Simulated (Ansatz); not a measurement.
System: CH₅AlO₂, charge 0, multiplicity 1. SMILES: [CH3][Al]([OH])[OH]
Coordinates optimised at B3LYP-D3(BJ)/def2-TZVP (Ansatz, an electronic-structure program):
```
Al
O 1 1.7016
H 2 0.9570 1 126.19
O 1 1.7018 2 122.47 3 -0.15
H 4 0.9571 1 125.94 2 0.15
C 1 1.9373 2 118.51 3 179.79
H 6 1.0908 1 111.67 2 176.75
H 6 1.0926 7 108.28 1 122.50
H 6 1.0929 7 108.08 8 115.29
```

Property: atomisation energy (electronic, to ground-state atoms); the coupled-cluster value holds the core correlation from cc-pwCVTZ, in kJ/mol. Valence correlation only, unless marked. UHF or UKS for open shells. No spin-orbit coupling. Non-relativistic. Basis-set limits of correlation are two-point, X^-3; Hartree-Fock from the larger set.

Level to compare with: CCSD(T)/CBS(cc-pV(T+d)Z,cc-pV(Q+d)Z) plus the core term (Ansatz), 3462.4 kJ/mol. It is a level with limits of its own, and the differences hold the functionals' basis error too.

Task: Rank these functionals by how close they come to CCSD(T)/CBS(cc-pV(T+d)Z,cc-pV(Q+d)Z), closest first: revPBE/def2-TZVPD (Ansatz); PBE0/def2-TZVPD (Ansatz); B3LYP/def2-TZVPD (Ansatz).

Result: B3LYP/def2-TZVPD (global hybrid, 3396.0 kJ/mol, difference -66.4), PBE0/def2-TZVPD (global hybrid, 3383.5 kJ/mol, difference -78.9), revPBE/def2-TZVPD (GGA, 3335.5 kJ/mol, difference -126.9)
